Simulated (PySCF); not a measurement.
# Copper: a sound run and one with changed settings

Sound run: Cu²⁺ [Ar] 3d9, Cu³⁺ [Ar] 3d8. All numbers are calculated (PySCF 2.14, the spin-free X2C one-electron Hamiltonian (Gaussian nucleus), in x2c-SVPall (5s3p3d1f, 36 functions)). In the sound run the correlated levels freeze [Ar]. The sound run starts from symmetry-adapted Hartree-Fock orbitals and uses a fine grid where one is needed.

Changed run: the non-relativistic Hamiltonian (point nucleus). This setting is unsound on purpose.

```tsv
species	method	sound run (hartree)	changed run (hartree)	converged
Cu²⁺	UHF	-1651.96027	-1632.98502	yes
Cu²⁺	PBE0	-1653.16484	-1634.19140	yes
Cu²⁺	M06-L	-1653.33494	-1634.35978	yes
Cu²⁺	MP2	-1652.12809	-1633.15305	yes
Cu³⁺	UHF	-1650.68606	-1631.70907	yes
Cu³⁺	PBE0	-1651.78462	-1632.80933	yes
Cu³⁺	M06-L	-1651.98302	-1633.00570	yes
Cu³⁺	MP2	-1650.78665	-1631.80988	yes
```

Ionisation energy of Cu²⁺:

| method | sound run (eV) | changed run (eV) |
| --- | --- | --- |
| UHF | 34.673 | 34.720 |
| PBE0 | 37.558 | 37.608 |
| M06-L | 36.788 | 36.846 |
| MP2 | 36.502 | 36.550 |
| SCS-MP2 | 36.300 | 36.347 |

Most of the change in total energy is the relativistic energy itself. On top of that the contraction fixes the core shape for the Hamiltonian it was made with, so the changed run is not a good calculation with the other Hamiltonian either.

For comparison, NIST gives 36.841 ± 0.012 eV between the lowest levels.
